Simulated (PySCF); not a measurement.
Cl2Pb (SMILES [Cl][Pb][Cl]), singlet, at a GFN2-xTB geometry (such geometries of metal compounds can be far from the true shape) (core potentials on Pb); PBE0/def2-TZVP (PySCF).

The PySCF input:
```python
from pyscf import gto, scf, dft

mol = gto.Mole()
mol.atom = '''
    Pb    0.007651   -0.011172    0.463444
    Cl    1.261912    1.446514   -1.104634
    Cl   -1.298818   -1.392625   -1.130800
'''
mol.basis = 'def2-tzvp'
mol.ecp = {'Pb': 'def2-tzvp'}
mol.charge = 0
mol.spin = 0
mol.verbose = 4
mol.build()

mf = dft.RKS(mol)
mf.xc = 'pbe0'
mf.kernel()
```

Output, abridged:

```
PySCF version 2.14.0

[INPUT] verbose = 4
[INPUT] num. atoms = 3
[INPUT] num. electrons = 56
[INPUT] charge = 0
[INPUT] spin (= nelec alpha-beta = 2S) = 0
[INPUT] symmetry False subgroup None
[INPUT] Mole.unit = angstrom
[INPUT] Symbol           X                Y                Z      unit          X                Y                Z       unit  Magmom
[INPUT]  1 Pb     0.007651000000  -0.011172000000   0.463444000000 AA    0.014458294579  -0.021112020264   0.875782234073 Bohr   0.0
[INPUT]  2 Cl     1.261912000000   1.446514000000  -1.104634000000 AA    2.384668073302   2.733515295349  -2.087455727883 Bohr   0.0
[INPUT]  3 Cl    -1.298818000000  -1.392625000000  -1.130800000000 AA   -2.454410305655  -2.631679844222  -2.136902301658 Bohr   0.0

nuclear repulsion = 199.521099190258
number of shells = 42
number of NR pGTOs = 217
number of NR cGTOs = 124
basis = def2-tzvp
ecp = {'Pb': 'def2-tzvp'}

******** <class 'pyscf.dft.rks.RKS'> ********
method = RKS
initial guess = minao
damping factor = 0
level_shift factor = 0
DIIS = <class 'pyscf.scf.diis.CDIIS'>
diis_start_cycle = 1
diis_space = 8
diis_damp = 0
SCF conv_tol = 1e-09
SCF conv_tol_grad = None
SCF max_cycles = 50
direct_scf = True
direct_scf_tol = 1e-13
XC library pyscf.dft.libxc version 7.1.2
    S. Lehtola, C. Steigemann, M. J. T. Oliveira, and M. A. L. Marques,  SoftwareX 7, 1–5 (2018)
XC functionals = pbe0
    C. Adamo and V. Barone,  J. Chem. Phys. 110, 6158 (1999)
    M. Ernzerhof and G. E. Scuseria,  J. Chem. Phys. 110, 5029 (1999)
radial grids:
    Treutler-Ahlrichs [JCP 102, 346 (1995); DOI:10.1063/1.469408] (M4) radial grids

becke partition: Becke, JCP 88, 2547 (1988); DOI:10.1063/1.454033
pruning grids: <function nwchem_prune>
grids dens level: 3
symmetrized grids: False
atomic radii adjust function: <function treutler_atomic_radii_adjust>
small_rho_cutoff = 0
Set gradient conv threshold to 3.16228e-05
Initial guess from minao.
tot grids = 60992
init E= -1081.03820076058
  HOMO = -0.635082906137238  LUMO = -0.5700367074723  gap/eV = 1.77000
cycle= 1 E= -1112.04656891808  delta_E=  -31  |g|= 2.15  |ddm|= 10.4
  HOMO = -0.0881979408495321  LUMO = 0.0577879112400814  gap/eV = 3.97248
cycle= 2 E= -1111.65215741181  delta_E= 0.394  |g|= 2.69  |ddm|= 6.62
  HOMO = -0.275575605904881  LUMO = -0.0908111175795508  gap/eV = 5.02770
cycle= 3 E= -1113.11085517291  delta_E= -1.46  |g|= 0.142  |ddm|= 3.41
  HOMO = -0.302609238515984  LUMO = -0.121842164224768  gap/eV = 4.91892
cycle= 4 E= -1113.11579240001  delta_E= -0.00494  |g|= 0.0428  |ddm|= 0.389
  HOMO = -0.302862065463533  LUMO = -0.118609150932212  gap/eV = 5.01378
cycle= 5 E= -1113.11601593804  delta_E= -0.000224  |g|= 0.0208  |ddm|= 0.0472
  HOMO = -0.301554580151523  LUMO = -0.117667081482307  gap/eV = 5.00383
cycle= 6 E= -1113.11608843853  delta_E= -7.25e-05  |g|= 0.00352  |ddm|= 0.02
  HOMO = -0.301576482028284  LUMO = -0.117335841693573  gap/eV = 5.01344
cycle= 7 E= -1113.11609053397  delta_E= -2.1e-06  |g|= 0.00121  |ddm|= 0.00388
  HOMO = -0.301533907305998  LUMO = -0.117418623247618  gap/eV = 5.01003
cycle= 8 E= -1113.11609100814  delta_E= -4.74e-07  |g|= 0.000182  |ddm|= 0.00146
  HOMO = -0.301567920726988  LUMO = -0.117436196656647  gap/eV = 5.01048
cycle= 9 E= -1113.11609101855  delta_E= -1.04e-08  |g|= 7.6e-05  |ddm|= 0.000348
  HOMO = -0.30156016150057  LUMO = -0.117435304883397  gap/eV = 5.01029
cycle= 10 E= -1113.11609101995  delta_E= -1.39e-09  |g|= 8.42e-06  |ddm|= 7.83e-05
  HOMO = -0.301559450738567  LUMO = -0.117435359727932  gap/eV = 5.01027
cycle= 11 E= -1113.11609101999  delta_E= -4.5e-11  |g|= 2.4e-06  |ddm|= 2.03e-05
  HOMO = -0.301559676022723  LUMO = -0.117435350673888  gap/eV = 5.01028
Extra cycle  E= -1113.11609101999  delta_E= -2.27e-12  |g|= 2.15e-06  |ddm|= 3.9e-06
converged SCF energy = -1113.11609101999
```
